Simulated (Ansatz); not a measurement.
Harmonic frequencies (cm⁻¹) at PBE0-D4/def2-TZVP from Ansatz: 91, 103, 117, 261, 314, 435, 461, 501, 542, 592, 700, 738, 752, 783, 966, 1354, 1957, 1958, 2207, 2218, 2775.

Q: Which molecule is it?
A. `[GaH2][B]1B[SiH2]1`
B. `O=C[BH][GeH3]`
C. `C#CC(=O)[SiH3]`
D. `CB(F)BCl`

A: A.
